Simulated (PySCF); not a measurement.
**Worked example: chemical shift, span and skew from a shielding tensor**

C5H8Si, SMILES C#C[C@@H]1C[C@@H]1[SiH3]. Atoms are numbered in the order given.

```xyz
14

C      2.1325     1.4372     0.3404
C      1.5417     0.3842     0.4163
C      0.8074    -0.8648     0.5088
C      0.2797    -1.5285    -0.7364
C     -0.6871    -0.8816     0.2222
Si    -1.5896     0.6966    -0.2399
H      2.6607     2.3718     0.2714
H      1.1529    -1.5291     1.3080
H      0.3199    -2.6207    -0.7768
H      0.4757    -1.0282    -1.6897
H     -1.2552    -1.5724     0.8560
H     -0.8951     1.3688    -1.3741
H     -1.6712     1.6288     0.9217
H     -2.9791     0.3497    -0.6654
```
Charge 0, spin multiplicity 1.

Geometry: ωB97X-D3(BJ)/def2-SVP. The structure was generated by enumeration; whether it is a known compound was not checked.

GIAO shieldings from HF/pcSseg-1 (PySCF), non-relativistic, no solvent. The symmetric part of the tensor of C1 has the principal values 38.7, 48.6, 261.4 ppm. The same nucleus in TMS has σ = 192.6 ppm at this level (PySCF, at its B3LYP-D3(BJ)/def2-TZVP geometry).

Question: Work out the isotropic shielding, the ¹³C shift against TMS, the span and the skew.

Answer: 
σ(iso) = (σ11 + σ22 + σ33)/3 = 116.2 ppm. δ = σ(ref) − σ(iso) = 192.6 − (116.2) = 76.4 ppm.
Span Ω = σ33 − σ11 = 222.7 ppm. Skew κ = 3(σ(iso) − σ22)/Ω = 0.91. Tumbling in solution averages the tensor to δ; in a static solid the shielding alone would spread this spin-1/2 line over Ω.
